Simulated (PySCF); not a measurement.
# Partial charges of `Cc1cnn(C2CCC2)c1`

Compound: C8H12N2.
Cartesian coordinates in Å at the GFN2-xTB level; atoms count from 1:
```
atom  x, y, z in Å
C1     3.751    0.559   -0.468
C2     2.334    0.209   -0.172
C3     1.846   -0.644    0.833
N4     0.529   -0.708    0.809
N5     0.138    0.083   -0.185
C6    -1.251    0.239   -0.491
C7    -2.061   -1.059   -0.671
C8    -3.150   -0.484    0.245
C9    -2.170    0.611    0.688
C10    1.193    0.656   -0.804
H11    4.074    1.396    0.152
H12    3.864    0.843   -1.512
H13    4.401   -0.288   -0.258
H14    2.401   -1.206    1.557
H15   -1.336    0.923   -1.338
H16   -1.541   -1.900   -0.219
H17   -2.352   -1.310   -1.689
H18   -3.997   -0.088   -0.311
H19   -3.514   -1.145    1.026
H20   -1.689    0.380    1.635
H21   -2.545    1.632    0.704
H22    1.066    1.323   -1.633
```

Density: PBE0/pcSseg-1 (PySCF); schemes: Mulliken, IAO, Hirshfeld and ESP-fitted. The structure is a single GFN2-xTB conformer in the gas phase; no vibrational or solvent corrections.

Problem. At which atom do the 4 schemes differ most?

Solution. At C2: from -0.565 (Mulliken) to +0.301 e (ESP-fitted), 0.866 e apart.

Problem. Which atoms carry the lowest charge in the Mulliken, IAO, Hirshfeld and ESP-fitted schemes?

Solution. The schemes don't all agree: Mulliken C2 (-0.565); IAO C1 (-0.426); Hirshfeld N4 (-0.137); ESP-fitted C1 (-0.571).

Problem. Which atoms carry the highest charge in the Mulliken, IAO, Hirshfeld and ESP-fitted schemes?

Solution. The schemes don't all agree: Mulliken C10 (+0.309); IAO H16 and H20 (+0.159); Hirshfeld H22 (+0.057); ESP-fitted C2 (+0.301).

Problem. Give the atomic charges in each scheme.

Solution. In e:

| atom | environment | Mulliken | IAO | Hirshfeld | ESP-fitted |
| --- | --- | --- | --- | --- | --- |
| C1 | benzylic-type carbon | -0.101 | -0.426 | -0.118 | -0.571 |
| C2 | substituted aromatic carbon | -0.565 | -0.077 | -0.043 | +0.301 |
| C3 | aromatic CH next to a ring nitrogen | +0.203 | -0.088 | -0.039 | -0.141 |
| N4 | pyridine-type nitrogen | -0.248 | -0.268 | -0.137 | -0.369 |
| N5 | pyrrole-type nitrogen | -0.426 | +0.047 | +0.041 | +0.165 |
| C6 | sp3 carbon bound to nitrogen | -0.048 | -0.013 | +0.029 | +0.133 |
| C7 | four-membered-ring carbon | -0.126 | -0.274 | -0.076 | -0.055 |
| C8 | four-membered-ring carbon | -0.248 | -0.268 | -0.070 | -0.220 |
| C9 | four-membered-ring carbon | -0.126 | -0.274 | -0.076 | -0.048 |
| C10 | aromatic CH next to a ring nitrogen | +0.309 | -0.128 | -0.035 | -0.454 |
| H11 | methyl hydrogen | +0.131 | +0.151 | +0.043 | +0.157 |
| H12 | methyl hydrogen | +0.114 | +0.148 | +0.045 | +0.168 |
| H13 | methyl hydrogen | +0.120 | +0.151 | +0.046 | +0.146 |
| H14 | aromatic hydrogen | +0.071 | +0.158 | +0.054 | +0.172 |
| H15 | methine hydrogen | +0.102 | +0.142 | +0.051 | +0.061 |
| H16 | methylene hydrogen | +0.136 | +0.159 | +0.039 | +0.064 |
| H17 | methylene hydrogen | +0.123 | +0.134 | +0.037 | +0.022 |
| H18 | methylene hydrogen | +0.116 | +0.134 | +0.037 | +0.080 |
| H19 | methylene hydrogen | +0.124 | +0.139 | +0.041 | +0.078 |
| H20 | methylene hydrogen | +0.136 | +0.159 | +0.039 | +0.060 |
| H21 | methylene hydrogen | +0.123 | +0.134 | +0.037 | +0.023 |
| H22 | aromatic hydrogen | +0.079 | +0.158 | +0.057 | +0.228 |

Mean size of the charges over all atoms: Mulliken 0.172 e, ESP-fitted 0.169 e, IAO 0.165 e, Hirshfeld 0.054 e. Each set sums to the total charge, 0, to within 0.001 e. The Hirshfeld scheme weights the molecular density at each point by an atom's share of the summed free-atom densities.

Problem. Sum the charges by element.

Solution. 
| element | atoms | Mulliken | IAO | Hirshfeld | ESP-fitted |
| --- | --- | --- | --- | --- | --- |
| C | 8 | -0.700 | -1.547 | -0.429 | -1.055 |
| N | 2 | -0.675 | -0.221 | -0.096 | -0.204 |
| H | 12 | +1.375 | +1.768 | +0.524 | +1.259 |

Problem. How closely do the schemes follow one another over all atoms?

Solution. Correlation coefficient and root-mean-square difference: IAO with Hirshfeld 0.96, 0.130 e; Hirshfeld with ESP-fitted 0.75, 0.178 e; IAO with ESP-fitted 0.75, 0.148 e; Mulliken with IAO 0.48, 0.203 e; Mulliken with Hirshfeld 0.46, 0.190 e; Mulliken with ESP-fitted -0.06, 0.313 e.

These values come from a run that also computed NMR shieldings. The run took 45 s wall on Arm Neoverse V1, one thread, on a shared host, and the process peaked at 1.1 GiB of memory.
